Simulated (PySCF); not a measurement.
Work out the structure from these simulated measurements.

Formula: GeH5N.

- Rotational structure: rotational constants A, B, C: 62.859, 9.530, 9.330 GHz [PBE0-D3(BJ)/def2-SVP]
- Polarisability: 42.0 au [CAM-B3LYP/def2-SVPD]
- Dipole: 1.14 D [CAM-B3LYP/def2-SVPD]
- XPS: N1s 404.6 eV [ΔSCF SCAN, pcX-2 on the ionised atom, pcseg-1 elsewhere, spin-free X2C]
- Triplet: lowest triplet excitation (Tamm–Dancoff): 5.78 eV [TDA CAM-B3LYP/def2-SVPD]
- 1H NMR: chemical shifts (computed TMS as zero) by class: 4.67 (3 H), -0.42 (2 H) ppm [GIAO B3LYP/pcSseg-1 (pcSseg-2 on Ge)]
- UV, first state: lowest singlet excitation: 6.19 eV (200 nm, f = 0.020) [TDDFT CAM-B3LYP/def2-SVPD]
- NMR, other nuclei: isotropic shieldings of nuclei other than C and H, by class: 265 (1 N), 1438 (1 Ge) ppm [GIAO B3LYP/pcSseg-1 (pcSseg-2 on Ge)]
- Couplings: largest of the computed one-bond spin–spin couplings (means over like bonds): 15N–1H -62.7 (×2) Hz [PBE/pcJ-1 (pcSseg-1 on Ge)]

Gas-phase values; electronic properties from PySCF, density fitting. Levels stand in brackets. Geometry: PBE0-D3(BJ)/def2-SVP; no solvent, vibrations or thermal averaging. Relativistic effects, spin–orbit coupling among them, are left out (core-ionisation runs apart) although an element past zinc is present. NMR values are class means; diastereotopic atoms form classes of their own.

Question: Give a SMILES that accounts for the data.

Answer: Hydrogen classes from least to most shielded: 3 H on a germanium bonded to N and 3 H (4.67 ppm), 2 H on a nitrogen bonded to Ge and 2 H (-0.42 ppm). The other shieldings belong to: 265 ppm, nitrogen bonded to Ge and 2 H; 1438 ppm, germanium bonded to N and 3 H. The couplings run between: -62.7 Hz, nitrogen bonded to Ge and 2 H and its hydrogen (with 1 like pair). The core levels belong to: N1s 404.6 eV, nitrogen bonded to Ge and 2 H. No core level of Ge was computed. By its constants the optimised geometry is a nearly prolate symmetric top. Structure: Ge(NH2)H3, `[GeH3][NH2]`. NMR values of atoms bound to Ge lack the spin–orbit term that these neighbours bring.
